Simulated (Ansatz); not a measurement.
Isomers of Li14⁺ (doublet), relaxed with PBE/def2-SVP; total energies from Ansatz at ωB97X-V/def2-TZVP.

```tsv
isomer	description	energy (Eh)
A	point group C2; 17 × Li–Li 2.62 to 3.04 Å	-105.07183
B	point group Cs; 18 × Li–Li 2.66 to 3.06 Å	-105.07118
C	point group C2; 17 × Li–Li 2.64 to 2.89 Å	-105.07160
D	point group Cs; 19 × Li–Li 2.64 to 3.06 Å	-105.07513
```

The isomers come from a short search, and lower ones may exist.

Task: Work out the relative energies (1 Eh = 2625.5 kJ/mol) and the Boltzmann populations at 500 K from electronic energies alone (R = 8.314 J/mol/K).

Result: ΔE: A 8.7, B 10.4, C 9.3, D 0.0 kJ/mol. RT = 4.16 kJ/mol. Factors exp(−ΔE/RT): A 0.124, B 0.0821, C 0.107, D 1; sum 1.313. Populations: A 9.4 %, B 6.3 %, C 8.1 %, D 76.2 %. Zero-point energy, vibrational entropy and symmetry numbers are left out and can shift these; an error of 4 kJ/mol changes a ratio by a factor of 2.6. Over the other density-functional and correlated levels in def2 sets, the gap between D and A ranges from 3 to 17 kJ/mol.
